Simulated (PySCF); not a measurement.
Excitations are Tamm–Dancoff values on a coarser integration grid. The basis has no diffuse functions, so Rydberg states are missing or too high.

Cartesian coordinates (Å):
```xyz
22

Al     0.0174    -0.2039     0.1412
C     -1.7558    -1.0892     0.1877
H     -2.2002    -1.2238    -0.8145
H     -2.4953    -0.5474     0.8039
H     -1.6774    -2.1006     0.6247
C      0.7669     0.4349     1.8602
H      1.4906     1.2595     1.7341
H      1.3266    -0.3888     2.3388
H      0.0154     0.7597     2.6007
C      1.3258    -0.8460    -1.2008
H      2.0728    -0.0801    -1.4744
H      0.8799    -1.2276    -2.1358
H      1.8986    -1.6885    -0.7730
C     -1.2526     2.5038     0.0810
O     -0.5292     1.5707    -0.7012
C     -0.8567     1.6008    -2.0788
H     -2.3331     2.2874     0.0434
H     -0.8929     2.4125     1.1123
H     -1.0641     3.5243    -0.2887
H     -0.2161     0.8677    -2.5821
H     -0.6613     2.6057    -2.4856
H     -1.9162     1.3363    -2.2322
```
Charge 0, spin multiplicity 1.

Task: Predict the T1 excitation (TDA), LUMO, S1–T1 gap (TDA), brightest of the four lowest singlets (TDA) and HOMO from PySCF with M06-2X/def2-TZVP // PBE0-D3(BJ)/def2-SVP.

Result: 
| Quantity | Value |
|---|---|
| T1 excitation (TDA) | 6.49 eV |
| LUMO | 1.16 eV |
| S1–T1 gap (TDA) | 0.26 eV |
| brightest of the four lowest singlets (TDA) | 6.90 eV |
| HOMO | -7.96 eV |
